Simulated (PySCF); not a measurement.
Delta-SCF ions had no search for a lower state. Excitations are Tamm–Dancoff values on a coarser integration grid. The basis has no diffuse functions, so Rydberg states are missing or too high.

Z-matrix (Å, degrees):
```
B
N 1 1.3978
H 2 1.0078 1 123.52
H 2 1.0080 3 112.96 1 177.76
H 1 1.2062 2 115.14 3 178.80
B 1 1.6897 5 121.79 2 179.14
N 6 1.3978 1 123.02 5 107.89
H 7 1.0078 6 123.54 1 -0.32
H 7 1.0080 8 112.96 6 177.75
H 6 1.2062 7 115.15 8 178.80
```
Charge 0, spin multiplicity 1.

Task: What vertical ionisation energy (Delta-SCF), S1 excitation (TDA) and total energy does PySCF 2.14.0 with r2SCAN-D4/def2-TZVP give?

Result: 
- vertical ionisation energy (Delta-SCF): 9.45 eV
- S1 excitation (TDA): 5.89 eV
- total energy: -162.8418 Ha
